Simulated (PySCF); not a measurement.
Run record: geometry optimisation, `F[SiH2]C[SiH3]`.

Method: PBE0-D3(BJ)/def2-SVP geometry optimisation, gas phase (PySCF 2.14.0). Start geometry: GFN2-xTB. The command runs a driver script over a list of jobs; the input below is this job's line of settings and its coordinates in Å.

Command:
```bash
OMP_NUM_THREADS=1 python probes_run.py task.json out
```

Input:
```
{"job": {"xc": "PBE0", "basis": "def2-SVP", "d3": "d3bj", "grid": 1, "shake": 0.01, "kind": "geom"}, "charge": 0, "multiplicity": 1}
F      1.612170     1.677110    -0.122400
Si     1.596660     0.114680     0.177930
C     -0.024640    -0.608420    -0.509380
Si    -1.567640     0.188790     0.166920
H      2.785340    -0.376530    -0.523410
H      1.700560     0.032300     1.627370
H      0.007140    -0.511930    -1.587280
H     -0.010680    -1.670520    -0.298890
H     -1.660300     0.010160     1.642990
H     -2.753490    -0.487940    -0.435560
H     -1.647010     1.606470    -0.153960
```

Output:
```
step   0  E = -720.51833122  max force = 0.030844
step   1  E = -720.52300120  max force = 0.007661
step   2  E = -720.52356434  max force = 0.001075
step   3  E = -720.52358358  max force = 0.000398
step   4  E = -720.52359175  max force = 0.000300
optimisation converged
```

Energies in Eh; «max force» is the largest Cartesian gradient component in Eh/bohr.

**Question.** Give the first gradient maximum in eV/Å.

**Answer.** With 1 Eh/bohr = 51.422 eV/Å, 1.586 eV/Å.

**Question.** How much energy does the optimisation release, in kJ/mol?

**Answer.** E(step 0) − E(last step) = 0.005261 Eh, which is 13.8 kJ/mol.

Summary of the converged run: final energy -720.52359 Eh after 4 steps; dipole 1.91 D.

**Question.** Estimate the wall time. Hardware: an Arm Neoverse V2 with one thread, on a shared host. And the peak memory of the process?

**Answer.** About 15 s, with 0.41 GiB resident at the peak, the Python interpreter and its libraries included.
Labels such as C1 count atoms from 1, the log's own numbers from 0.
